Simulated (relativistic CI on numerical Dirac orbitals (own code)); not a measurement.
Hyperfine structure of In II, mass number 115

Method of calculation: Dirac-Coulomb-Breit CI, KLI orbitals optimised for each configuration, a model potential for QED, valence Slater integrals scaled by 0.85, P86 correlation energy added to each configuration (own radial code, finite nucleus).

Configuration list (outside the closed core [Kr] 4d10): 5s2, 5s 5p, 5s 6s, 5p2, 5s 5d, 5s 6p, 5d2, 5s 7s, 5s 4f, 5s 6d, 5p 5d, 5s 7p, 5s 5f, 5s 5g, 5s 7d, 5s 6f. Levels of other configurations are missing.

Nuclear spin I = 9/2, μ = 5.5326 μN, Q = 0.772 b (tables of Stone and Pyykkö). The electronic factors are computed for point nuclear moments, without core polarisation; leaving it out makes A of s and p electrons in near-neutral atoms 20 to 40 % too small, and it can dominate for d and f shells.

```tsv
Level	E (eV)	A (MHz)	B (MHz)
5s 5p 3P°_1	4.7912	6619	-343
5s 5p 3P°_2	5.0683	5048	606
5s 5p 1P°_1	7.6068	33.15	479
5s 6s 3S_1	11.0693	11830	0.21
5s 5d 1D_2	11.3642	458.8	516
5s 5d 3D_1	12.0673	-5004	14.6
5s 5d 3D_2	12.0759	1860	16.1
5s 5d 3D_3	12.0891	3435	33.2
```

Levels with J = 0, under 50 % of one LS term, or S terms without an open s electron are left out. Small factors come from cancelling terms and can be off by tens of per cent or more.

Correlation outside the listed configurations is missing or only estimated: errors of thousands of cm⁻¹ between configurations and terms are usual at this charge. Rates and lifetimes follow the computed energies and can be off by large factors. The fine structure of a lone outer electron comes out too small, for d and f at times inverted, and misplaced configurations move strength between like terms. 17 of the 19 excited levels that our extract of the measured tables holds in this range could be paired (the sources list more); they are missed by 4338 cm⁻¹ on average and 5181 at most, and levels without a partner can miss by more.

(1) Give the hyperfine levels of 5s 5p 3P°_1 relative to its centre of gravity.

Results:

(1) With K = F(F + 1) − I(I + 1) − J(J + 1), E = AK/2 + B[¾K(K + 1) − I(I + 1)J(J + 1)]/[2I(2I − 1)J(2J − 1)]: F = 7/2: -36560, F = 9/2: -6390, F = 11/2: 29700 MHz.

LS names give the leading component of a level, which can be under half, so a name can repeat, a term be missing and a line seem to break the LS rules.
